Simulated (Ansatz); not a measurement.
Basis sets compared for GeMe3(OSiMe3) (C6H18GeOSi). Total charge 0; singlet. Geometry PBE0-D4/def2-SVP. Ansatz on 4 threads of Arm Neoverse V1 on a shared host; times are rough, and most runs start from earlier orbitals.

```xyz
27

Ge    0.512    1.531    0.372
C     1.887    2.102    1.620
H     1.650    1.748    2.634
H     1.965    3.199    1.640
H     2.861    1.685    1.326
C     0.928    2.050   -1.460
H     1.025    3.144   -1.541
H     0.136    1.722   -2.149
H     1.876    1.593   -1.779
C    -1.259    2.155    0.899
H    -1.531    1.742    1.882
H    -2.017    1.840    0.168
H    -1.278    3.254    0.966
O     0.525   -0.251    0.461
Si   -0.260   -1.579   -0.153
C    -2.069   -1.561    0.360
C     0.592   -3.092    0.552
C    -0.146   -1.592   -2.031
H    -2.586   -2.472    0.017
H    -2.602   -0.696   -0.065
H    -2.166   -1.510    1.456
H     0.542   -3.088    1.653
H     0.122   -4.021    0.192
H     1.654   -3.111    0.264
H    -0.676   -0.734   -2.474
H     0.904   -1.548   -2.362
H    -0.592   -2.510   -2.448
```

The 6-31G sets use Cartesian d functions.

Binding counts from free atoms (Ge triplet, C triplet, H doublet, O triplet, Si triplet) in the same basis, without a counterpoise term.

```csv
level,functions,energy (Eh),HOMO (eV),LUMO (eV),binding per atom (eV),wall time
HF/STO-3G,80,-2646.2971,-7.74,11.06,3.83,0.7 s
HF/6-31G,141,-2676.4749,-10.68,4.69,2.86,2.3 s
PBE-D4/def2-SVP,238,-2679.8602,-5.97,0.38,4.03,4.8 s
PBE0-D4/def2-SVP,238,-2680.0067,-7.43,1.18,4.00,9 s
```

(1) Estimate the rows for PBE-D4/def2-TZVP (with forces), PBE0-D4/def2-TZVP.

Results:

(1) 
```csv
level,functions,energy (Eh),HOMO (eV),LUMO (eV),binding per atom (eV),wall time
PBE-D4/def2-TZVP (with forces),410,-2680.5906,-6.13,-0.13,4.02,12 s
PBE0-D4/def2-TZVP,410,-2680.7259,-7.52,0.63,3.98,21 s
```
